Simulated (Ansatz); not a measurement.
Start from `FC(F)C(F)F` and change one atom or group to get `FC(F)C(F)(F)C(F)F`.

Ansatz, PBE0-D4/def2-TZVP geometries, multiplicity 1. Each molecule was computed in one conformer, which needn't be the lowest.

```
                                      property  `FC(F)C(F)F`
           HOMO energy (B3LYP/def2-TZVPP) / eV         -9.69
         LUMO energy (ωB97M-V/def2-TZVPP) / eV          2.95
            HOMO energy (PBE0/def2-TZVPP) / eV         -9.88
         HOMO energy (ωB97M-V/def2-TZVPP) / eV        -12.31
zero-point energy (PBE0-D4/def2-TZVP) / kJ/mol         121.3
           HOMO–LUMO gap (PBE/def2-TZVPP) / eV          8.47
```

**Question.** Give the same properties after the change, and the shifts. (Estimate.)

**Answer.** Ansatz gave: 
| property | `FC(F)C(F)(F)C(F)F` | shift |
| --- | --- | --- |
| HOMO energy (B3LYP/def2-TZVPP) / eV | -9.72 | -0.03 |
| LUMO energy (ωB97M-V/def2-TZVPP) / eV | 3.07 | 0.12 |
| HOMO energy (PBE0/def2-TZVPP) / eV | -9.91 | -0.03 |
| HOMO energy (ωB97M-V/def2-TZVPP) / eV | -12.31 | 0.00 |
| zero-point energy (PBE0-D4/def2-TZVP) / kJ/mol | 154.4 | 33.1 |
| HOMO–LUMO gap (PBE/def2-TZVPP) / eV | 8.01 | -0.46 |

The zero-point energy changes by 33.1 kJ/mol with +9 modes.

B3LYP here is the variant with VWN-RPA as its local correlation; programs differ in this.
